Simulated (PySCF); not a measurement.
# Steps of a relaxation of [TmCl3(H2O)]−

[TmCl3(H2O)]− (singlet in the valence; each metal's 4f electrons, 13 of them, lie in its core potential, out of spins and levels; a saddle point, relaxed within its symmetry). PySCF 2.14.0, RKS PBE0, Tm lcecp-0-SVP with ECP59, Cl def2-SVP, O def2-SVP, H def2-SVP; non-relativistic Hamiltonian with scalar-relativistic core potentials where named; density fitting; no spin-orbit coupling. Origin of the start: template. Columns: position (Å) and force (eV/Å). Energies are counted from the last step; some of the 26 steps are shown. Forces carry noise of the integration grid, about 0.01 to 0.03 eV/Å.

Run from Python with OMP_NUM_THREADS=2. Where DIIS fails, smearing, a level shift and second-order steps follow.
It took 2.1 min on 2 threads of Arm Neoverse V1 (shared host), from the converged density of the start.

```xyz
7
step 0  E = 0.488 eV
Tm   -0.0946    0.0946   -0.0946     0.58   -0.58    0.58
Cl    1.4786    1.6678    1.4786    -0.35    0.00   -0.32
Cl   -1.6678   -1.4786    1.4786     0.02    0.32   -0.32
Cl    1.4786   -1.4786   -1.6678    -0.35    0.32    0.00
O    -1.5784    1.5784   -1.5784    -0.24    0.26   -0.26
H    -1.9190    2.4635   -1.3746     0.17   -0.32    0.01
H    -1.9190    1.3746   -2.4635     0.17   -0.01    0.32
```

```xyz
7
step 8  E = 0.151 eV
Tm    0.0956   -0.0592    0.0592    -0.04    0.03   -0.03
Cl    1.1742    2.0526    1.2814     0.03    0.03    0.04
Cl   -1.9850   -1.2417    1.2417    -0.02   -0.01    0.01
Cl    1.1742   -1.2814   -2.0526     0.03   -0.04   -0.03
O    -1.2452    1.4311   -1.4311    -0.02    0.08   -0.08
H    -1.7176    2.2079   -1.1122     0.01   -0.06    0.02
H    -1.7176    1.1122   -2.2079     0.01   -0.02    0.06
```

```xyz
7
step 17  E = 0.015 eV
Tm    0.2973    0.1179   -0.1179    -0.26    0.02   -0.02
Cl    1.4365    1.9623    1.3722     0.11    0.12    0.11
Cl   -2.2264   -0.5854    0.5854    -0.01    0.01   -0.01
Cl    1.4365   -1.3722   -1.9623     0.11   -0.11   -0.12
O    -1.3739    1.5209   -1.5209     0.05    0.08   -0.08
H    -1.8957    1.8180   -0.7601     0.00   -0.09    0.03
H    -1.8957    0.7601   -1.8180     0.00   -0.03    0.09
```

Problem. Where does the relaxation end?

Solution. It converges at step 25 in Cs:
```xyz
7
step 25  E = 0
Tm    0.2819    0.1597   -0.1597
Cl    1.5201    1.9242    1.3881
Cl   -2.2619   -0.5277    0.5277
Cl    1.5201   -1.3881   -1.9242
O    -1.4324    1.5371   -1.5371
H    -1.9246    1.7805   -0.7359
H    -1.9246    0.7359   -1.7805
```

Problem. How did the contacts change?

Solution. 
| contact | start (Å) | end (Å) |
| --- | --- | --- |
| Tm1–Cl2 (Cl) | 2.725 | 2.654 |
| Tm1–Cl3 (Cl) | 2.725 | 2.723 |
| Tm1–Cl4 (Cl) | 2.725 | 2.654 |
| Tm1–O5 (H2O) | 2.570 | 2.595 |


An lcecp potential fixes the number of 4f electrons, so in runs with it no electron can move into or out of that shell.
